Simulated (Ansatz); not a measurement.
Total energies of C$_{2}$H$_{9}$OPSi (`C[Si](C)(O)P`).

Z-matrix (Å, degrees):
```
C
Si 1 1.869
H 1 1.093 2 110.8
H 1 1.095 2 111.0 3 -119.5
H 1 1.092 2 111.1 3 120.1
C 2 1.867 1 109.9 3 59.9
O 2 1.657 1 110.2 3 -177.1
P 2 2.255 1 113.8 3 -61.8
H 6 1.093 2 111.1 1 -61.4
H 6 1.094 2 110.9 1 58.3
H 6 1.092 2 110.9 1 178.3
H 7 0.958 2 117.5 1 -45.2
H 8 1.423 2 92.6 1 53.6
H 8 1.421 2 94.0 1 -39.8
```

Charge 0, multiplicity 1. The structure was optimised at the PBE0-D4/def2-TZVP level. It is one conformer, not always the lowest. Basis def2-TZVPP, the Gaussian-basis code of Ansatz.

RPA on PBE orbitals: Hartree–Fock energy of these orbitals -785.61878 Eh, correlation -1.49216 Eh (frozen core).

```tsv
functional	energy without D4 (Eh)	D4 term (kJ/mol)
LDA (SPW92)	-784.11749	–
PBE	-787.35376	-32.5
revPBE	-787.68458	-92.6
BLYP	-787.78647	-70.0
r2SCAN	-787.72655	-8.3
B97M-V	-787.68774	–
PBE0	-787.43237	-27.8
B3LYP	-787.91316	-52.2
r2SCANh	-787.71634	-8.9
r2SCAN0	-787.70214	-9.8
HSE06 (plane-wave form)	-787.40991	-26.0
BHLYP	-787.77295	-40.7
CAM-B3LYP	-787.80551	-28.4
LC-ωPBE	-787.58355	–
ωB97X-V	-787.71941	–
ωB97M-V	-787.74475	–
B2PLYP	-787.49086	–
PBE-QIDH	-787.24410	–
```

B3LYP takes the VWN-RPA correlation (the form of Gaussian; ORCA's B3LYP/G). HSE06 is the plane-wave form, built on full-range PBE exchange. The double hybrids freeze the cores in their second-order part.

LC-ωPBE has ω = 0.4 bohr⁻¹.
